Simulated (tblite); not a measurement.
Record of a relaxation.

C6H7B2F.
Atom-mapped SMILES: `[CH2:1]=[CH:2][B:3]1[CH:4]=[CH:5][B:6]([F:7])[CH:8]=[CH:9]1` (hydrogens: H10, H11 on C1; H12 on C2; H13 on C4; H14 on C5; H15 on C8; H16 on C9)

Computed with GFN2-xTB (tblite), gas phase: L-BFGS steps from a force-field or distance-geometry start until the largest atomic force falls under 0.01 eV/Å. 8 of its 134 geometries are shown.

Step 0: E = -640.0506 eV, largest atomic force 3.017 eV/Å
```
atom  x, y, z in Å  |  force x, y, z in eV/Å
C1      2.689   -0.066    0.657   -0.901   0.268  -0.354
C2      2.038    0.263   -0.477    0.378  -0.221   0.973
B3      0.496    0.201   -0.435   -0.458  -0.047   0.203
C4     -0.260    1.078    0.616    0.355   0.051  -0.039
C5     -1.559    0.936    0.876   -1.550  -0.178  -0.552
B6     -2.412   -0.130    0.064   -0.830  -1.793   1.895
F7     -3.589   -0.722    0.689    2.197   1.490  -1.434
C8     -1.662   -1.012   -1.010   -1.313   0.332  -0.036
C9     -0.359   -0.848   -1.220    0.877   0.437  -0.184
H10     3.758   -0.061    0.756    0.140  -0.114  -0.018
H11     2.103   -0.351    1.550    0.562   0.215  -0.640
H12     2.587    0.544   -1.370    0.096  -0.141   0.125
H13     0.283    1.808    1.198    0.218   0.122   0.124
H14    -2.062    1.556    1.618    0.191  -0.098  -0.011
H15    -2.235   -1.748   -1.575    0.200   0.037   0.102
H16     0.176   -1.440   -1.948   -0.163  -0.360  -0.156
```

Step 19: E = -640.5719 eV, largest atomic force 0.145 eV/Å
```
atom  x, y, z in Å  |  force x, y, z in eV/Å
C1      2.787   -0.047    0.696    0.022   0.016  -0.010
C2      2.008    0.166   -0.358   -0.013  -0.047  -0.020
B3      0.459    0.177   -0.359   -0.075   0.119  -0.035
C4     -0.318    1.104    0.623   -0.036   0.051   0.064
C5     -1.609    0.873    0.913   -0.068  -0.027   0.007
B6     -2.365   -0.279    0.183    0.020   0.002  -0.033
F7     -3.634   -0.537    0.478    0.000  -0.023   0.003
C8     -1.650   -1.056   -0.966    0.002   0.044  -0.015
C9     -0.374   -0.767   -1.279   -0.032  -0.048   0.018
H10     3.862   -0.085    0.628    0.073   0.046   0.010
H11     2.375   -0.232    1.674   -0.035  -0.034   0.027
H12     2.500    0.329   -1.313    0.015  -0.106  -0.060
H13     0.202    1.921    1.113   -0.018   0.032   0.053
H14    -2.134    1.498    1.630    0.069  -0.008   0.005
H15    -2.204   -1.786   -1.550    0.055   0.027  -0.006
H16     0.087   -1.271   -2.122    0.021  -0.043  -0.009
```

Step 38: E = -640.5920 eV, largest atomic force 0.099 eV/Å
```
atom  x, y, z in Å  |  force x, y, z in eV/Å
C1      2.799   -0.019    0.687   -0.002   0.036  -0.007
C2      1.990    0.117   -0.360   -0.034  -0.022  -0.033
B3      0.445    0.223   -0.351   -0.020  -0.002   0.004
C4     -0.336    1.133    0.646    0.028  -0.047   0.007
C5     -1.620    0.856    0.938   -0.001  -0.008  -0.018
B6     -2.368   -0.270    0.159   -0.019  -0.009  -0.018
F7     -3.634   -0.551    0.452    0.027   0.002  -0.004
C8     -1.647   -1.020   -1.004    0.037  -0.010   0.016
C9     -0.365   -0.728   -1.286    0.042   0.007   0.045
H10     3.867   -0.121    0.584    0.036  -0.012   0.020
H11     2.416   -0.067    1.693   -0.020   0.029   0.041
H12     2.451    0.094   -1.343    0.051  -0.003  -0.040
H13     0.171    1.942    1.166   -0.049  -0.025   0.010
H14    -2.143    1.434    1.693    0.022   0.019  -0.008
H15    -2.175   -1.766   -1.591   -0.001   0.035  -0.002
H16     0.141   -1.249   -2.095   -0.098   0.011  -0.011
```

Step 57: E = -640.6118 eV, largest atomic force 0.113 eV/Å
```
atom  x, y, z in Å  |  force x, y, z in eV/Å
C1      2.794    0.104    0.687   -0.068  -0.001  -0.085
C2      2.009    0.038   -0.390   -0.056  -0.046   0.087
B3      0.463    0.177   -0.354   -0.030  -0.003   0.047
C4     -0.295    1.035    0.711   -0.032   0.036  -0.041
C5     -1.600    0.820    0.958    0.001  -0.048  -0.006
B6     -2.370   -0.274    0.159   -0.017   0.027  -0.083
F7     -3.632   -0.561    0.459   -0.012  -0.003   0.025
C8     -1.674   -0.981   -1.043    0.067  -0.037   0.011
C9     -0.388   -0.702   -1.323    0.058   0.000   0.019
H10     3.855   -0.086    0.651    0.039   0.026  -0.012
H11     2.391    0.321    1.665    0.000   0.008  -0.033
H12     2.476   -0.228   -1.337    0.007   0.034   0.089
H13     0.222    1.806    1.274    0.019  -0.005  -0.009
H14    -2.126    1.408    1.705    0.093  -0.008   0.025
H15    -2.222   -1.687   -1.659   -0.005   0.040  -0.026
H16     0.090   -1.182   -2.173   -0.065  -0.020  -0.009
```

Step 76: E = -640.6255 eV, largest atomic force 0.036 eV/Å
```
atom  x, y, z in Å  |  force x, y, z in eV/Å
C1      2.801    0.218    0.687   -0.013  -0.003  -0.033
C2      2.000   -0.082   -0.337    0.006  -0.005   0.034
B3      0.462    0.116   -0.351   -0.001  -0.002   0.006
C4     -0.274    0.981    0.718   -0.001  -0.009   0.010
C5     -1.572    0.759    0.989   -0.004   0.000   0.002
B6     -2.378   -0.271    0.141    0.005   0.011   0.002
F7     -3.644   -0.541    0.442    0.000   0.003  -0.002
C8     -1.706   -0.934   -1.097   -0.003  -0.003   0.004
C9     -0.409   -0.693   -1.361    0.006  -0.014   0.009
H10     3.865    0.034    0.670    0.001   0.004  -0.001
H11     2.418    0.652    1.596   -0.002   0.002   0.006
H12     2.466   -0.542   -1.203    0.004   0.004  -0.018
H13     0.262    1.720    1.305    0.000   0.004  -0.007
H14    -2.058    1.313    1.787   -0.003  -0.002  -0.005
H15    -2.282   -1.574   -1.758    0.000   0.008  -0.010
H16     0.040   -1.148   -2.239    0.005   0.003   0.004
```

Step 95: E = -640.6263 eV, largest atomic force 0.021 eV/Å
```
atom  x, y, z in Å  |  force x, y, z in eV/Å
C1      2.804    0.213    0.687    0.009   0.003   0.019
C2      2.004   -0.069   -0.343   -0.009   0.011   0.011
B3      0.463    0.103   -0.343   -0.012  -0.004   0.005
C4     -0.274    0.975    0.720    0.004  -0.007   0.007
C5     -1.575    0.765    0.986    0.000   0.004  -0.006
B6     -2.383   -0.265    0.140   -0.006   0.003  -0.006
F7     -3.649   -0.533    0.441   -0.001   0.003  -0.004
C8     -1.710   -0.936   -1.095    0.002   0.000  -0.002
C9     -0.407   -0.714   -1.346    0.004  -0.009   0.004
H10     3.872    0.056    0.658    0.001  -0.003  -0.003
H11     2.415    0.597    1.616    0.003   0.001  -0.019
H12     2.476   -0.483   -1.229    0.000  -0.001  -0.012
H13     0.263    1.718    1.302    0.006  -0.001   0.001
H14    -2.063    1.329    1.774   -0.002  -0.004   0.000
H15    -2.289   -1.567   -1.762    0.004  -0.003   0.003
H16     0.046   -1.180   -2.217   -0.005   0.006   0.003
```

Step 114: E = -640.6285 eV, largest atomic force 0.023 eV/Å
```
atom  x, y, z in Å  |  force x, y, z in eV/Å
C1      2.852    0.290    0.635   -0.018  -0.006  -0.008
C2      2.009   -0.094   -0.326    0.015   0.008   0.015
B3      0.465    0.033   -0.276   -0.002   0.003  -0.002
C4     -0.276    0.882    0.804    0.005   0.004  -0.007
C5     -1.600    0.748    0.994    0.004  -0.007   0.008
B6     -2.424   -0.216    0.087   -0.005   0.006   0.003
F7     -3.715   -0.418    0.327   -0.001   0.003  -0.010
C8     -1.728   -0.916   -1.118   -0.001   0.003   0.000
C9     -0.404   -0.765   -1.299    0.005  -0.002   0.005
H10     3.922    0.165    0.559   -0.005   0.000   0.001
H11     2.500    0.737    1.552   -0.003  -0.001  -0.010
H12     2.453   -0.556   -1.204    0.004   0.002  -0.002
H13     0.271    1.571    1.441    0.002  -0.009  -0.006
H14    -2.093    1.317    1.776   -0.001  -0.003   0.003
H15    -2.305   -1.515   -1.816    0.003  -0.003   0.007
H16     0.066   -1.254   -2.148   -0.002   0.001   0.002
```

Step 133: E = -640.6295 eV, largest atomic force 0.008 eV/Å
```
atom  x, y, z in Å  |  force x, y, z in eV/Å
C1      2.865    0.333    0.603    0.000   0.000   0.001
C2      2.014   -0.067   -0.344   -0.003  -0.001   0.000
B3      0.468   -0.010   -0.244   -0.001   0.000   0.002
C4     -0.273    0.814    0.856    0.006  -0.002   0.000
C5     -1.607    0.734    1.004    0.001  -0.001   0.000
B6     -2.446   -0.163    0.045   -0.003  -0.002   0.001
F7     -3.761   -0.265    0.205    0.002  -0.001  -0.004
C8     -1.733   -0.923   -1.114   -0.007  -0.002   0.000
C9     -0.399   -0.830   -1.252    0.000   0.008  -0.001
H10     3.937    0.254    0.498    0.001   0.000   0.001
H11     2.519    0.745    1.538    0.001   0.001  -0.001
H12     2.452   -0.491   -1.243    0.000   0.002   0.001
H13     0.283    1.457    1.531    0.003   0.003   0.001
H14    -2.096    1.300    1.791    0.003   0.000  -0.002
H15    -2.309   -1.518   -1.815    0.000  -0.004  -0.004
H16     0.079   -1.362   -2.071   -0.003  -0.001   0.004
```

Q: Summarise the path.

A: The energy falls by 0.5790 eV from step 0 to step 133; nine tenths of that is first reached at step 19. It falls at every step. The largest force goes from 3.017 to 0.008 eV/Å. Among the bonds B6–F7 changes most, from 1.459 to 1.329 Å; the atoms move by 0.515 Å rms after alignment.

Q: Follow the three bonds and two angles with the largest change from start to end.

A: 
```csv
step,E above end (eV),largest force (eV/Å),B6–F7 (Å),C5–B6 (Å),C1–H11 (Å),C1–C2–B3 (°),B3–C2–H12 (°)
0,0.5790,3.017,1.459,1.588,1.106,116.7,122.5
6,0.1478,0.184,1.330,1.556,1.079,118.0,123.3
12,0.1113,0.229,1.331,1.555,1.080,120.4,120.8
17,0.0657,0.209,1.327,1.562,1.079,124.6,118.3
23,0.0512,0.106,1.328,1.558,1.080,126.8,116.3
29,0.0460,0.068,1.329,1.558,1.078,127.0,116.0
35,0.0405,0.086,1.328,1.559,1.078,127.8,115.5
40,0.0357,0.091,1.329,1.560,1.079,127.0,116.0
46,0.0309,0.090,1.329,1.559,1.077,126.3,116.3
52,0.0253,0.098,1.329,1.558,1.079,125.7,118.0
58,0.0161,0.090,1.328,1.558,1.078,124.5,117.8
64,0.0099,0.075,1.329,1.561,1.079,124.6,118.1
69,0.0061,0.059,1.329,1.560,1.078,124.9,118.7
75,0.0041,0.042,1.329,1.559,1.078,125.1,118.2
81,0.0038,0.029,1.329,1.558,1.078,125.0,118.1
87,0.0035,0.018,1.329,1.559,1.078,124.8,118.3
93,0.0034,0.016,1.329,1.559,1.079,124.9,118.3
98,0.0031,0.014,1.329,1.558,1.078,125.1,118.2
104,0.0027,0.027,1.329,1.559,1.079,125.2,118.0
110,0.0014,0.033,1.329,1.559,1.078,125.5,117.9
116,0.0010,0.011,1.329,1.559,1.078,125.6,117.9
121,0.0009,0.020,1.329,1.559,1.078,125.6,117.9
127,0.0005,0.022,1.329,1.559,1.078,125.6,117.8
133,0.0000,0.008,1.329,1.558,1.078,125.4,118.0
```

What follows is the cost of the whole relaxation. Hardware: an AMD EPYC with one thread, no GPU, shared host with 64 logical CPUs at a one-minute load of 59. Cost: 1.9 s.
